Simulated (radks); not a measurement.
Spherical quantum dot in the effective-mass picture: electrons in a well V = -V0 / (1 + exp((r - R)/a)) with V0 = 39.5, R = 1.47, a = 0.089, with a point charge +1 (a donor) at the centre, all in effective atomic units (hartree* = m*/eps^2 hartree, bohr* = eps/m* bohr), one dielectric constant everywhere. Method: non-relativistic Kohn-Sham, r2SCAN, spin-polarised, spherical densities, generalised Kohn-Sham scheme; computed with a radial shooting solver with Libxc functionals. Levels are named by radial order and angular momentum (1s, 1p, 1d, 2s, ...), and open shells are averaged over m. Results are scaled to m* = 0.374 and eps = 15.6, for which hartree* = 41.82 meV and bohr* = 2.207 nm.

N = 4, configuration 1s2 1p(up 2, down 0). This is the lowest configuration that the search found. Occupied and some empty levels:

| level | occupation | eigenvalue (meV) | <r> (nm) |
|---|---|---|---|
| 1s up | 1 | -1476.9 | 1.578 |
| 1s down | 1 | -1465.3 | 1.553 |
| 1p up | 2 | -1368.5 | 1.942 |
| 1p down | 0 | -1354.8 | 1.937 |
| 1d up | 0 | -1240.7 | 2.146 |
| 1d down | 0 | -1227.5 | 2.144 |
| 2s up | 0 | -1206.2 | 1.669 |
| 2s down | 0 | -1201.0 | 1.675 |
| 1f up | 0 | -1089.9 | 2.293 |
| 1f down | 0 | -1077.6 | 2.291 |

Energy (meV): total -6010.40, kinetic 508.00, external -6768.8, Hartree 375.88, exchange-correlation -125.46.
